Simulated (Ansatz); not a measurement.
This geometry of C$_{3}$H$_{8}$BN (13 atoms, charge 0, multiplicity 1) is a first-order saddle point.

Computed with RKS r2SCAN/cc-pVDZ (Ansatz 0.2.0).

```xyz
13
Properties=species:S:1:pos:R:3
N -0.952 1.483 0.491
C -1.072 0.094 0.179
C 0.064 -0.423 -0.722
B 0.820 -1.619 -0.138
C 1.479 -0.238 -0.133
H -1.069 1.828 1.429
H -0.721 2.149 -0.230
H -2.029 -0.179 -0.316
H -1.075 -0.458 1.139
H -0.082 -0.244 -1.793
H 0.816 -2.771 0.179
H 2.298 -0.048 -0.838
H 1.542 0.389 0.768
```

**Question.** Which two structures does it join? (They come from a converged band through this point; their orientation in space is the band's.)

**Answer.** No bond is made or broken. The height of N1 over the plane of its neighbours goes from -0.41 to 0.43 Å.

First end point:

```xyz
13
Properties=species:S:1:pos:R:3
N -0.734 1.562 0.623
C -0.986 0.153 0.323
C 0.045 -0.383 -0.660
B 0.789 -1.671 -0.274
C 1.520 -0.331 -0.197
H -1.463 1.910 1.251
H -0.833 2.105 -0.239
H -1.996 -0.070 -0.084
H -0.919 -0.397 1.281
H -0.153 -0.135 -1.711
H 0.764 -2.853 -0.105
H 2.280 -0.098 -0.953
H 1.708 0.174 0.759
```

Last end point:

```xyz
13
Properties=species:S:1:pos:R:3
N -1.190 1.592 0.444
C -1.115 0.140 0.284
C 0.037 -0.376 -0.578
B 0.801 -1.660 -0.233
C 1.476 -0.302 -0.002
H -0.297 1.914 0.832
H -1.219 2.015 -0.489
H -2.072 -0.212 -0.139
H -1.050 -0.300 1.295
H -0.053 -0.100 -1.639
H 0.829 -2.849 -0.132
H 2.285 0.040 -0.658
H 1.588 0.063 1.029
```

**Question.** How far does it lie above each of them?

**Answer.** 0.220 eV above the first and 0.285 eV above the second. This is the barrier of this one path; another mechanism may lie lower.

Time of the run: 83 s on 2 threads of Intel(R) Xeon(R) 6975P-C (Granite Rapids), on a shared host, peak memory 0.19 GiB.
